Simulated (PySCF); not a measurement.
Computed shifts of a molecule C₈H₆N₂S, PBE/pcSseg-1 in PySCF, GIAO, gas phase, equivalent atoms averaged, in ppm (number of nuclei): ¹³C: 169.8 (1), 155.4 (1), 155.2 (1), 149.0 (1), 140.2 (1), 127.7 (1), 126.8 (1), 126.0 (1). ¹⁵N: 364.3 (1), 357.0 (1). ¹H: 9.11 (1), 8.18 (1), 8.05 (1), 7.88 (1), 7.33 (1), 7.24 (1). References: ¹³C against TMS (σ = 182.0 ppm); ¹⁵N against NH3 (σ = 267.0 ppm); ³³S against H2S (σ = 706.5 ppm); ¹H against TMS (σ = 31.49 ppm), references at their B3LYP-D3(BJ)/def2-TZVP geometries, non-relativistic. Geometry optimised at PBE0-D3(BJ)/def2-SVP. Other conformers were not sampled.

Problem. Pick the molecule that these values belong to.
(A) C=Cc1ccc2nsnc2c1
(B) c1ccc(-c2nccs2)nc1
(C) c1cncc(-c2cncs2)c1
(D) c1csc(-c2cncnc2)c1

Solution. B, c1ccc(-c2nccs2)nc1
